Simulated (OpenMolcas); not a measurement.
## W2+ in a point-charge field

W2+ among 6 point charges of -1.7 e arranged as an octahedron (Oh), 2.38 Å from the ion.

- Program: OpenMolcas 26.06
- Method: SS-CASPT2, IPEA 0.25 Eh, imaginary shift 0.1 Eh (closed shells correlated: 4f 5s 5p)
- Basis: ANO-RCC-VDZP [7s6p4d2f1g]
- Scalar Hamiltonian: DKH2, point nucleus
- Active space: 4 electrons in 5 orbitals (5d)
- State averaging: 2S+1 = 5 even, 5 roots; 2S+1 = 3 even, 45 roots; 2S+1 = 1 even, 50 roots
- Spin-orbit coupling: RASSI with atomic mean-field integrals over the reference wave functions

The lowest spin-free states (labels of O, the rotations of Oh), above the lowest:

```csv
State,Degeneracy,E (cm-1),Free-ion L (%)
5E,2,0,D (100)
3T1,3,4930,H (44)
5T2,3,10320,D (100)
1T2,3,11830,G (52)
1E,2,12470,I (67)
3T1,3,12690,H (45)
3T2,3,13370,F (54)
3E,2,13620,H (89)
3A2,1,14570,F (100)
3A1,1,15400,G (100)
1A1,1,16080,G (41)
3E,2,17540,G (55)
1E,2,19900,D (55)
1T2,3,20010,I (62)
1A2,1,20460,I (94)
1T1,3,21040,G (46)
3T1,3,21340,H (46)
3T2,3,22880,H (38)
3T1,3,24670,F (41)
3T2,3,25540,D (44)
```

The lowest levels with spin-orbit coupling:

```json
{"E (cm-1)": "0", "Degeneracy": "1", "Label": "A1", "2S+1": "5 (57 %)"}
{"E (cm-1)": "2070", "Degeneracy": "3", "Label": "T1", "2S+1": "5 (76 %)"}
{"E (cm-1)": "3420", "Degeneracy": "2", "Label": "E", "2S+1": "5 (88 %)"}
{"E (cm-1)": "3940", "Degeneracy": "3", "Label": "T2", "2S+1": "5"}
{"E (cm-1)": "4570", "Degeneracy": "1", "Label": "A2", "2S+1": "5"}
{"E (cm-1)": "8480", "Degeneracy": "1", "Label": "A1", "2S+1": "3 (54 %)"}
{"E (cm-1)": "8800", "Degeneracy": "3", "Label": "T2", "2S+1": "3 (76 %)"}
{"E (cm-1)": "9480", "Degeneracy": "3", "Label": "T1", "2S+1": "3 (78 %)"}
{"E (cm-1)": "9540", "Degeneracy": "2", "Label": "E", "2S+1": "3 (82 %)"}
{"E (cm-1)": "12070", "Degeneracy": "1", "Label": "A1", "2S+1": "5 (59 %)"}
{"E (cm-1)": "12580", "Degeneracy": "3", "Label": "T1", "2S+1": "5 (64 %)"}
{"E (cm-1)": "12770", "Degeneracy": "2", "Label": "E", "2S+1": "3 (52 %)"}
{"E (cm-1)": "12980", "Degeneracy": "3", "Label": "T2", "2S+1": "3 (55 %)"}
{"E (cm-1)": "13300", "Degeneracy": "3", "Label": "T2", "2S+1": "5 (83 %)"}
{"E (cm-1)": "13460", "Degeneracy": "3", "Label": "T1", "2S+1": "5 (65 %)"}
{"E (cm-1)": "16070", "Degeneracy": "3", "Label": "T2", "2S+1": "5 (39 %)"}
{"E (cm-1)": "16830", "Degeneracy": "2", "Label": "E", "2S+1": "1 (54 %)"}
{"E (cm-1)": "17180", "Degeneracy": "3", "Label": "T1", "2S+1": "3 (80 %)"}
{"E (cm-1)": "17800", "Degeneracy": "3", "Label": "T1", "2S+1": "3 (83 %)"}
{"E (cm-1)": "17800", "Degeneracy": "3", "Label": "T2", "2S+1": "3"}
```

Powder χT (cm3 K/mol): 0.00188 at 2 K, 0.00939 at 10 K, 0.0469 at 50 K, 0.0939 at 100 K, 0.188 at 200 K, 0.282 at 300 K. The effective moment at 300 K is 2.828 √(χT) = 1.50 μB.

Roots that are degenerate in the reference are averaged as groups; the widest CASPT2 spread within a group is 400 cm-1 (the 3-fold group of multiplicity 1 near 36900 cm-1 above the lowest state of its run). Shifts and gaps below about the spread of the groups concerned are not significant. Spin-orbit coupling mixes the spin-free states strongly: the lowest level takes only 50 % from its leading state, 5E. An orbital doublet at a regular site is open to a Jahn-Teller distortion, which this geometry leaves out. This shell can be high or low spin here, a state of another spin lies low, and with metal d orbitals alone active their balance is uncertain, so the ground spin may be wrong. Point charges give a weaker field than real ligands, and real ions of this kind are as a rule low spin; the high spin found here belongs to the model. Free-ion shares, where given, are those of the reference states; single-state CASPT2 does not remix them. Point charges carry no covalency, so the field is a model and not that of real ligands. No measured value stands beside these numbers.

The CASPT2 steps took 18 s on 1 thread of Arm Neoverse V1, with other jobs on the host; the integral step is not counted.
